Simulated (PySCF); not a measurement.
Species: InEt2H, C4H11In.
Bonds: In1–C2, In1–C9, C2–C3, C9–C10. Hydrogens: H16 on In1; H4, H5 on C2; H6, H7, H8 on C3; H11, H12 on C9; H13, H14, H15 on C10.

Computed with PBE0-D3(BJ)/def2-SVP geometry optimisation, gas phase, def2 core potentials past Kr (PySCF).

Problem. Give the optimised bond lengths and angles.

Solution. 
| bond | length (pm) |
| --- | --- |
| In1–C2, In1–C9 | 218.4 |
| In1–H16 | 175.1 |
| C2–C3, C9–C10 | 152.3 |
| C2–H4 and 3 like bonds | 110.4 |
| C3–H6 and 5 like bonds | 110.3 |

Bonds in one row agree within 1 pm and their mean is given. A selection of angles:
| angle | degrees |
| --- | --- |
| C2–In1–C9 | 121.4 |
| C2–In1–H16 | 119.4 |
| In1–C2–C3 | 115.6 |
| In1–C2–H4 | 107.2 |
| In1–C2–H5 | 106.1 |
| C3–C2–H4 | 111.3 |
| H4–C2–H5 | 105.2 |
| C2–C3–H6 | 112.1 |
| H6–C3–H7 | 106.8 |

Dihedral angles: C9–In1–C2–C3 170° (antiperiplanar); C2–In1–C9–C10 -168° (antiperiplanar).

In1 (indium bonded to 2 C and H) is planar (angles 121.4°, 119.4° and 119.2°, sum 360.0°, 0.01 Å off the plane of its three neighbours).

No PBE0-D3(BJ)/def2-SVP frequencies stand behind this structure, so it isn't proved a minimum. One conformer, not necessarily the lowest.

On Intel Xeon 6975P-C, one thread, shared host, this took 2.0 min wall and 0.51 GiB of memory at its peak. These figures are those of the optimisation.
